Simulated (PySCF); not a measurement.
**Complete the spectrum of C5H9N2P**

Species: C5H9N2P.
Numbering: `[CH3:1][NH:2][P:3]1(=[NH:4])[CH:5]=[CH:6][CH:7]=[CH:8]1` (hydrogens: H9, H10, H11 on C1; H12 on N2; H13 on N4; H14 on C5; H15 on C6; H16 on C7; H17 on C8)

Computed, not measured: TDDFT CAM-B3LYP/def2-SVPD, vertical, gas phase, core orbitals frozen in the response (PySCF 2.14.0, density-fitted response routines). The structure is a single GFN2-xTB conformer in the gas phase; no vibrational or solvent corrections. Torsions of this conformer, `[CH3:1][NH:2][P:3]1(=[NH:4])[CH:5]=[CH:6][CH:7]=[CH:8]1`: C1–N2–P3–N4 -47°.

Lowest singlets, with some entries withheld (?).

```
state  E (eV)       f  main configurations (H = HOMO, L = LUMO)
   S1    3.46       ?                                 H→L (98%)
   S2    4.56       ?                                         ?
   S3       ?   0.047                  H-2→L (82%), H-3→L (14%)
   S4    5.13   0.030                  H-3→L (84%), H-2→L (14%)
   S5       ?   0.029                                         ?
   S6    6.70  0.0011                                         ?
   S7    6.88       ?     H-4→L (44%), H→L+6 (14%), H→L+4 (14%)
   S8    7.02  0.0021                   H-5→L (68%), H→L+3 (9%)
```

Problem. What stands in place of each question mark?

Solution. 
- S1: f = 0.0002
- S2: f = 0.043; H-1→L (97%)
- S3: E = 5.04 eV
- S5: E = 6.37 eV; H→L+1 (52%), H→L+2 (20%), H→L+7 (12%)
- S6: H→L+2 (48%), H→L+1 (23%), H-1→L+1 (12%)
- S7: f = 0.011

Problem. Where do the lowest triplets lie (Tamm–Dancoff)?

Solution. T1 2.54 eV, H-1→L (51%), H→L (42%); T2 3.50 eV, H→L (54%), H-1→L (42%); T3 4.37 eV, H-2→L (83%). E(S1) − E(T1) = +0.92 eV.

Problem. How far apart are S5 and S8, in eV and cm⁻¹?

Solution. 7.023 − 6.370 = 0.653 eV, or about 5260 cm⁻¹.

Problem. What is the mean static polarisability from the same response equations?

Solution. 93.0 au (13.79 Å³), with principal values 76.6, 87.2 and 115.3 au.
